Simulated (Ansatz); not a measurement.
The first iterations of a band of ClH + H6W (9 atoms, charge 0, multiplicity 1).

The calculation used RKS B3LYP-D4/def2-SVP in Ansatz.

```
movable images  : 7
climbing image  : yes
spring          : 5.0 eV/Å²
optimiser       : quadratic models (default)
start path      : straight line
force threshold : 0.05 eV/Å
iteration limit : 18
end points      : relaxed
```

First end point:

```xyz
9
Properties=species:S:1:pos:R:3
W -0.588 -0.597 0.305
H 0.007 -0.011 1.793
H 1.017 -0.214 0.194
H -0.203 1.007 0.194
H -1.749 0.313 -0.541
H 0.315 -1.758 -0.549
H -0.005 -0.011 -1.125
Cl 2.278 2.392 1.631
H 1.408 1.464 1.372
```

Last end point:

```xyz
9
Properties=species:S:1:pos:R:3
W 0.567 0.586 0.147
H -0.453 -0.400 1.336
H 1.666 -0.355 1.032
H -0.386 1.664 1.044
H -1.112 0.327 0.099
H 0.363 -1.097 0.078
H -0.160 -0.145 -1.172
Cl 1.897 1.948 -1.138
H 0.100 0.057 1.848
```

| iteration | highest image above the first end (eV) | largest band force component (eV/Å) |
| --- | --- | --- |
| 1 | 16.854 | 34.479 |
| 2 | 8.205 | 13.832 |
| 3 | 5.538 | 9.062 |
| 4 | 3.874 | 5.640 |
| 5 | 2.371 | 2.649 |
| 6 | 1.480 | 1.634 |

Does the band converge within its limit, and where does its top end?

The run ended unconverged. It ended after 18 iterations with the highest image 0.707 eV above the first end. The band didn't meet its force threshold, so its energies are provisional: the largest band force was still 0.72 eV/Å, and over the last iterations the top moved between 0.71 and 0.72 eV. The orbitals stay closed-shell, which can raise the energy where a bond breaks towards radicals; this wasn't checked here.

Time of the run: 14 min on 1 thread of Intel(R) Xeon(R) Platinum 8259CL CPU @ 2.50GHz (Skylake/Cascade Lake) (shared host), peak memory 0.22 GiB.
